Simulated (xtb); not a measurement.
benzenedithiol (C6H6S2), singlet, geometry from GFN2-xTB; GFN0-xTB with GBSA(chcl3) (xtb).

Here is a job for xtb.
```
$ xtb mol.xyz --gfn 0 --gbsa chcl3 --json

# file mol.xyz
14

S     -3.14116872    -0.26264692    -0.09295716
C     -1.38195401    -0.09892678    -0.04553054
C     -0.75085903     1.10020482    -0.34640723
C      0.62724100     1.18826431    -0.29805128
C      1.38309751     0.07775779     0.05149196
S      3.14783621     0.13921546     0.12771684
C      0.75043301    -1.12379036     0.35295925
C     -0.62427860    -1.21163333     0.30472219
H     -3.39163766     0.99403030    -0.45651050
H     -1.33037006     1.97029991    -0.61960607
H      1.10908733     2.12617929    -0.53400830
H      3.26128319     1.41914662    -0.22306711
H      1.34218743    -1.98436192     0.62415105
H     -1.11930943    -2.14164960     0.53777994
```

Output, abridged:

```
   ID    Z sym.   atoms
    1   16 S      1, 6
    2    6 C      2-5, 7, 8
    3    1 H      9-14

           -------------------------------------------------
          |                Calculation Setup                |
           -------------------------------------------------

           -------------------------------------------------
          |                 G F N 0 - x T B                 |
           -------------------------------------------------

      * Solvation model:               GBSA
        Solvent                        chcl3
        Parameter file                 internal GFN2-xTB/GBSA
        Dielectric constant                4.8100E+00
        Reference state                gsolv [1 M gas/solution]
        Free energy shift                  4.1068E-03 Eh       2.5771E+00 kcal/mol
        Temperature                        2.9815E+02 K
        Density                            1.4900E+00 kg/L
        Solvent mass                       1.1938E+02 g/mol
        Interaction kernel             Still
        Born radius scaling (c1)           1.3539E+00
        Born radii integrator          GBOBC
        Born offset                        1.4626E-02 a0       2.7639E-02 AA
        H-bond correction              false
        Ion screening                  false
        Surface tension                    1.0000E-05 Eh       1.5569E+01 dyn/cm
        Grid points                               230 per atom

          ...................................................
          :                      SETUP                      :
          :.................................................:
          :  # basis functions                  56          :
          :  # atomic orbitals                  54          :
          :  # shells                           30          :
          :  # electrons                        42          :
          :  electronic temp.          300.0000000     K    :
          :  accuracy                    1.0000000          :
          :  -> integral cutoff          0.2500000E+02      :
          :  -> integral neglect         0.1000000E-07      :
          ...................................................

         :::::::::::::::::::::::::::::::::::::::::::::::::::::
         ::                     SUMMARY                     ::
         :::::::::::::::::::::::::::::::::::::::::::::::::::::
         :: total energy             -22.469897511932 Eh    ::
         :: total w/o Gsasa/hb       -22.459095414711 Eh    ::
         :: gradient norm              0.021022620881 Eh/a0 ::
         :: HOMO-LUMO gap              3.171889640601 eV    ::
         ::.................................................::
         :: H0 energy                -22.759174635653 Eh    ::
         :: repulsion energy           0.319363868333 Eh    ::
         :: electrostat energy        -0.023954043144 Eh    ::
         :: -> Gsolv                   0.000000000000 Eh    ::
         ::    -> Gsasa               -0.014908891995 Eh    ::
         ::    -> Gshift               0.004106794775 Eh    ::
         :: dispersion energy         -0.006132701467 Eh    ::
         :: short-range corr.          0.000000000000 Eh    ::
         :: add. restraining           0.000000000000 Eh    ::
         :: total charge              -0.000000000000 e     ::
         :::::::::::::::::::::::::::::::::::::::::::::::::::::

           -------------------------------------------------
          |                Property Printout                |
           -------------------------------------------------

    * Orbital Energies and Occupations

         #    Occupation            Energy/Eh            Energy/eV
      -------------------------------------------------------------
         1        2.0000           -0.7465399             -20.3144
       ...           ...                  ...                  ...
         9        2.0000           -0.5467961             -14.8791
        10        2.0000           -0.5353419             -14.5674
        11        2.0000           -0.5268332             -14.3359
        12        2.0000           -0.5181355             -14.0992
        13        2.0000           -0.5049659             -13.7408
        14        2.0000           -0.4965142             -13.5108
        15        2.0000           -0.4875571             -13.2671
        16        2.0000           -0.4687551             -12.7555
        17        2.0000           -0.4611834             -12.5494
        18        2.0000           -0.4539450             -12.3525
        19        2.0000           -0.4377045             -11.9105
        20        2.0000           -0.4132235             -11.2444
        21        2.0000           -0.3836380             -10.4393 (HOMO)
        22                         -0.2670732              -7.2674 (LUMO)
        23                         -0.2628658              -7.1529
        24                         -0.2183269              -5.9410
        25                         -0.2143114              -5.8317
        26                         -0.1517153              -4.1284
        27                         -0.1450844              -3.9479
        28                         -0.1335393              -3.6338
        29                         -0.1195307              -3.2526
        30                         -0.1167535              -3.1770
        31                         -0.1007084              -2.7404
        32                         -0.0945285              -2.5723
       ...                                ...                  ...
        54                          0.8109093              22.0660
      -------------------------------------------------------------
                  HL-Gap            0.1165648 Eh            3.1719 eV
             Fermi-level            0.0000000 Eh            0.0000 eV

     #   Z          covCN         q      C6AA      α(0)
     1  16 S        1.982    -0.068   141.288    20.041
     2   6 C        2.967     0.024    28.946     8.797
     3   6 C        2.953    -0.127    32.893     9.377
     4   6 C        2.953    -0.127    32.893     9.377
     5   6 C        2.967     0.024    28.946     8.797
     6  16 S        1.982    -0.068   141.288    20.041
     7   6 C        2.971    -0.120    32.702     9.351
     8   6 C        2.971    -0.120    32.702     9.351
     9   1 H        0.923     0.072     2.062     2.246
    10   1 H        0.926     0.107     1.719     2.050
    11   1 H        0.926     0.107     1.719     2.050
    12   1 H        0.923     0.072     2.062     2.246
    13   1 H        0.926     0.112     1.682     2.028
    14   1 H        0.926     0.112     1.682     2.028

 Mol. C6AA /au·bohr⁶  :       4289.256586
 Mol. C8AA /au·bohr⁸  :     140900.940235
 Mol. α(0) /au        :        107.781044

Wiberg/Mayer (AO) data.
largest (>0.10) Wiberg bond orders for each atom

 ---------------------------------------------------------------------------
     #   Z sym  total        # sym  WBO       # sym  WBO       # sym  WBO
 ---------------------------------------------------------------------------
     1  16 S    2.196 --     2 C    1.074     9 H    0.962
     2   6 C    3.960 --     3 C    1.378     8 C    1.367     1 S    1.074
     3   6 C    3.986 --     4 C    1.453     2 C    1.378    10 H    0.968
                             7 C    0.101
     4   6 C    3.986 --     3 C    1.453     5 C    1.378    11 H    0.968
                             8 C    0.101
     5   6 C    3.960 --     4 C    1.378     7 C    1.367     6 S    1.074
     6  16 S    2.196 --     5 C    1.074    12 H    0.962
     7   6 C    3.987 --     8 C    1.470     5 C    1.367    13 H    0.969
                             3 C    0.101
     8   6 C    3.987 --     7 C    1.470     2 C    1.367    14 H    0.969
                             4 C    0.101
     9   1 H    0.972 --     1 S    0.962
    10   1 H    0.980 --     3 C    0.968
    11   1 H    0.980 --     4 C    0.968
    12   1 H    0.972 --     6 S    0.962
    13   1 H    0.978 --     7 C    0.969
    14   1 H    0.978 --     8 C    0.969
 ---------------------------------------------------------------------------

Topologies differ in total number of bonds
Writing topology from bond orders to xtbtopo.mol

 dipole moment from electron density (au)
     X       Y       Z
  -0.0507   0.9377  -0.2641  total (Debye):    2.479

           -------------------------------------------------
          | TOTAL ENERGY              -22.469897511932 Eh   |
          | GRADIENT NORM               0.021022620881 Eh/α |
          | HOMO-LUMO GAP               3.171889640601 eV   |
           -------------------------------------------------

normal termination of xtb
```
